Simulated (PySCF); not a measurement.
These compounds are isomers of formula C$_{7}$H$_{4}$ClP.

A. `C1=C(C#C)C=CP=C1Cl`
B. SMILES P#Cc1ccc(Cl)cc1
C. `C#Cc1cc(Cl)ccp1`

Spectrum 1. 1H NMR (300 MHz, computed): δ 7.96 (m, 2H), 7.52 (d, 2H). 13C{1H} NMR (computed): δ 175.5 (C), 148.0 (C), 143.2 (CH), 134.6 (CH), 130.8 (C).

Spectrum 2. 1H NMR (300 MHz, computed): δ 9.14 (m, 1H), 8.33 (m, 1H), 8.00 (m, 1H), 3.68 (s, 1H). 13C{1H} NMR (computed): δ 166.7 (CH), 161.5 (C), 148.4 (C), 146.1 (CH), 138.6 (CH), 98.6 (CH), 89.3 (C).

Spectrum 3. 1H NMR (300 MHz, computed): δ 9.03 (m, 1H), 8.30 (m, 1H), 8.11 (m, 1H), 3.16 (s, 1H). 13C{1H} NMR (computed): δ 183.1 (C), 166.4 (CH), 144.7 (CH), 141.0 (CH), 129.4 (C), 92.8 (CH), 89.5 (C).

PySCF calculation with GFN2-xTB geometry and GIAO PBE0/pcSseg-1 shieldings; isolated molecule, rapidly exchanging positions averaged, no relativistic terms, a single conformation.

References, each an isolated molecule treated in the same way: TMS for 1H (31.72 ppm) and 13C (186.93 ppm). Splittings of carbon signals by F and P are missing where no couplings were computed. Where no couplings were computed, multiplicities follow the n + 1 count of equivalent neighbours, and m marks all less simple cases (inequivalent or close neighbours, rings, F or P nearby). Shifts are as computed. Against solution values, carbons near 30 ppm lie about +3 ppm off and those near 130 ppm about +5 ppm; carbons on Cl a further +6 ppm. Of 1211 compounds with measured shifts, 218 miss one by over three times the rms of a fit or turn the order of signals round; such compounds aren't used in these exercises. Carbons bonded to Cl come out too deshielded.

Problem. Which spectrum belongs to which compound?

Solution. 1–B, 2–C, 3–A.

- Spectrum 1 (B): 5 13C signals; δC 134.6 is an aromatic CH; δH 7.96 is the hydrogen on an aromatic CH.
- Spectrum 2 (C): 7 13C signals; δC 138.6 is an aromatic CH; δC 98.6 is a terminal alkyne carbon.
- Spectrum 3 (A): 7 13C signals; δC 92.8 is a terminal alkyne carbon; δC 89.5 is an alkyne carbon.
